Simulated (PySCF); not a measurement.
## Shapes and spin states of [SeO2]-

Computed with PBE0 in PySCF with Se def2-SVPD, O def2-SVPD; no relativity; density-fitted integrals.

Relaxations began from a few typed shapes and spin states; open shells are unrestricted. The search is not exhaustive: other isomers or separated fragments can lie lower, and high-lying points may rest on an excited occupation.

**Question.** Order these stationary points by electronic energy, lowest first, in kJ/mol from the lowest minimum.
A. doublet D∞h: Se–O 1.745 Å (×2); O–Se–O 180.0°
B. doublet C2v: Se–O 1.680 Å (×2); O–Se–O 112.3°
C. quartet Cs: O–O 1.216 Å; 

**Answer.** B (0.0), A (229.9), C (266.9).

**Question.** Which of them are minima?

**Answer.** By energy in kJ/mol, 0.0: minimum; 229.9: saddle point, 2 imaginary modes; 266.9: minimum.

For the lowest minimum: the highest occupied level lies above zero, a sign of self-interaction error or too small a basis; response properties are unreliable. The lowest empty level of this anion is unbound, so it and the gap depend on the basis.

The electron or spin density has lower symmetry than the nuclear frame for the doublet D∞h at 229.9 kJ/mol.
